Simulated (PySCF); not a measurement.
## Broadened absorption spectrum of Ge(CCH)2Me2

Ge(CCH)2Me2, C6H8Ge.
InChI=1S/C6H8Ge/c1-5-7(3,4)6-2/h1-2H,3-4H3

Computed, not measured: TDDFT PBE0/def2-SVPD, vertical, gas phase, core orbitals frozen in the response (PySCF 2.14.0, density-fitted response routines). Isolated species at its PBE0-D3(BJ)/def2-SVP geometry, gas phase. Relativistic effects, spin–orbit coupling among them, are left out although an element past zinc is present.

Computed states:

| state | E (eV) | f |
| --- | --- | --- |
| S1 | 6.11 | 0.0029 |
| S2 | 6.16 | 0.0000 |
| S3 | 6.38 | 0.0030 |
| S4 | 6.38 | 0.0002 |
| S5 | 6.41 | 0.0097 |
| S6 | 6.47 | 0.0082 |
| S7 | 7.37 | 0.075 |
| S8 | 7.39 | 0.148 |
| S9 | 7.46 | 0.046 |
| S10 | 7.48 | 0.0003 |
| S11 | 7.57 | 0.013 |
| S12 | 7.58 | 0.011 |
| S13 | 7.63 | 0.0012 |
| S14 | 7.67 | 0.0017 |

Broadening: Gaussians 0.4 eV wide at half height, area fixed by f = 4.319×10⁻⁹ ∫ε dν̃. The width is an assumption, not a result. The curve ends short of the highest state used, and states not computed would add to its high-energy end.

**Question.** Give the broadened spectrum and its maxima.

**Answer.** 
E (eV), ε (L mol⁻¹ cm⁻¹) and a bar:
```
     5.51          0 
     5.55          1 
     5.59          2 
     5.62          3 
     5.66          6 
     5.70         10 
     5.73         16 
     5.77         26 
     5.80         38 
     5.84         58 #
     5.88         86 #
     5.91        112 #
     5.95        155 ##
     5.99        208 ##
     6.02        257 ###
     6.06        334 ###
     6.09        403 ####
     6.13        514 #####
     6.17        646 ######
     6.20        758 #######
     6.24        921 #########
     6.27       1046 ##########
     6.31       1203 ############
     6.35       1331 #############
     6.38       1396 ##############
     6.42       1430 ##############
     6.46       1396 ##############
     6.49       1327 #############
     6.53       1187 ############
     6.56       1056 ##########
     6.60        864 #########
     6.64        671 #######
     6.67        538 #####
     6.71        385 ####
     6.75        270 ###
     6.78        212 ##
     6.82        178 ##
     6.85        192 ##
     6.89        281 ###
     6.93        485 #####
     6.96        746 #######
     7.00       1295 #############
     7.04       2148 #####################
     7.07       3035 ##############################
```

Maxima: 193 nm (6.42 eV), ε about 1400, made up of S3 (14%), S5 (46%) and S6 (37%) (ε in L mol⁻¹ cm⁻¹; maxima over ε = 5, shares over 10%). At its high-energy end, 7.07 eV, the curve is still rising (ε about 3000, from S7 and S8).

**Question.** Coming from long wavelengths, where does ε first pass 100 L mol⁻¹ cm⁻¹?

**Answer.** At about 210 nm (5.90 eV), 0.22 eV below S1.

**Question.** On this curve, what absorbance would a 10⁻³ mol/L sample give at 193 nm over a 1 cm path?

**Answer.** 193 nm is 6.424 eV, where ε is about 1400 L mol⁻¹ cm⁻¹, so A = ε c l ≈ 1.4 (Beer–Lambert, with the gas-phase spectrum and the assumed width).

**Question.** What would ε be at 6.42 eV, the highest of these maxima, with half the width (0.2 eV)?

**Answer.** About 2590 L mol⁻¹ cm⁻¹ against 1430, a factor of about 1.8; a lone state at its own centre would give exactly 2.
